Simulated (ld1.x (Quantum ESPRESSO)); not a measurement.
## How hard is this W TM potential?

W, norm-conserving Troullier–Martins (Kleinman–Bylander form), made with ld1.x (Quantum ESPRESSO) 7.5 (PBE, scalar-relativistic). Core [Kr] 4d10 4f14, reference 5s2 5p6 5d4 6s2 6p0. Waves: 5s (bound): rc 1.25 bohr; 5p (bound): rc 1.55 bohr; 5d (bound): rc 1.65 bohr. Local part: all-electron potential smoothed inside 1.15 bohr (lloc = -2). Core correction: a·sin(br)/r model core, default radius (core density twice the valence density).

Occupied shells without a wave of their own: 6s. They enter only through the test configuration that unscreens the potential, and ld1.x also counts them in the model core charge.

The pseudo-atom Hamiltonian at the reference potential is diagonalised in spherical Bessel functions j_l(qr) that vanish at 20 bohr, with q² up to the cutoff. All-electron valence levels (Ry): 5s -5.8117, 6s -0.4199, 5p -3.1753, 6p -0.1001, 5d -0.3293.

How do the lowest levels (Ry) of each channel move with the cutoff, and are there ghosts?

```json
{"cutoff (Ry)": "8", "s #1": "-5.1523", "s #2": "-0.3840", "p #1": "-2.5713", "p #2": "-0.0630", "p #3": "0.0585", "d #1": "-0.0767", "d #2": "0.0675", "f #1": "0.1092", "Σ f·Δε (mRy)": "6055.4"}
{"cutoff (Ry)": "12", "s #1": "-5.1740", "s #2": "-0.3933", "p #1": "-3.0107", "p #2": "-0.0885", "p #3": "0.0519", "d #1": "-0.1997", "d #2": "0.0622", "f #1": "0.1092", "Σ f·Δε (mRy)": "2865.3"}
{"cutoff (Ry)": "21", "s #1": "-5.4750", "s #2": "-0.4057", "p #1": "-3.1462", "p #2": "-0.1018", "p #3": "0.0491", "d #1": "-0.3148", "d #2": "0.0598", "f #1": "0.1092", "Σ f·Δε (mRy)": "965.2"}
{"cutoff (Ry)": "30", "s #1": "-5.6832", "s #2": "-0.4215", "p #1": "-3.1537", "p #2": "-0.1020", "p #3": "0.0490", "d #1": "-0.3282", "d #2": "0.0596", "f #1": "0.1092", "Σ f·Δε (mRy)": "418.6"}
{"cutoff (Ry)": "45", "s #1": "-5.7727", "s #2": "-0.4290", "p #1": "-3.1726", "p #2": "-0.1024", "p #3": "0.0489", "d #1": "-0.3291", "d #2": "0.0596", "f #1": "0.1092", "Σ f·Δε (mRy)": "107.1"}
{"cutoff (Ry)": "55", "s #1": "-5.7747", "s #2": "-0.4294", "p #1": "-3.1742", "p #2": "-0.1024", "p #3": "0.0489", "d #1": "-0.3292", "d #2": "0.0596", "f #1": "0.1092", "Σ f·Δε (mRy)": "92.6"}
{"cutoff (Ry)": "70", "s #1": "-5.7907", "s #2": "-0.4320", "p #1": "-3.1744", "p #2": "-0.1024", "p #3": "0.0489", "d #1": "-0.3293", "d #2": "0.0596", "f #1": "0.1092", "Σ f·Δε (mRy)": "53.8"}
{"cutoff (Ry)": "100", "s #1": "-5.8094", "s #2": "-0.4349", "p #1": "-3.1752", "p #2": "-0.1025", "p #3": "0.0489", "d #1": "-0.3293", "d #2": "0.0596", "f #1": "0.1092", "Σ f·Δε (mRy)": "5.7"}
{"cutoff (Ry)": "120", "s #1": "-5.8099", "s #2": "-0.4350", "p #1": "-3.1753", "p #2": "-0.1025", "p #3": "0.0489", "d #1": "-0.3293", "d #2": "0.0596", "f #1": "0.1092", "Σ f·Δε (mRy)": "4.5"}
{"cutoff (Ry)": "180", "s #1": "-5.8117", "s #2": "-0.4353", "p #1": "-3.1753", "p #2": "-0.1025", "p #3": "0.0489", "d #1": "-0.3293", "d #2": "0.0596", "f #1": "0.1092", "Σ f·Δε (mRy)": "0.3"}
{"cutoff (Ry)": "230", "s #1": "-5.8117", "s #2": "-0.4353", "p #1": "-3.1753", "p #2": "-0.1025", "p #3": "0.0489", "d #1": "-0.3293", "d #2": "0.0596", "f #1": "0.1092", "Σ f·Δε (mRy)": "0.1"}
{"cutoff (Ry)": "400", "s #1": "-5.8118", "s #2": "-0.4353", "p #1": "-3.1753", "p #2": "-0.1025", "p #3": "0.0489", "d #1": "-0.3293", "d #2": "0.0596", "f #1": "0.1092", "Σ f·Δε (mRy)": "0.0"}
```

Result: no extra level below or beside the all-electron valence levels (s, p, d, f tested); 10 mRy is reached at 100 Ry and 1 mRy at 180 Ry.

ld1.x takes every shell without a wave as core, so the model core holds the 6s electrons as well and exchange and correlation see them twice. This cancels in the reference configuration, but the file is broken for other ones, and its errors say nothing about a proper core correction. Its largest configuration-test error is -1679 meV.
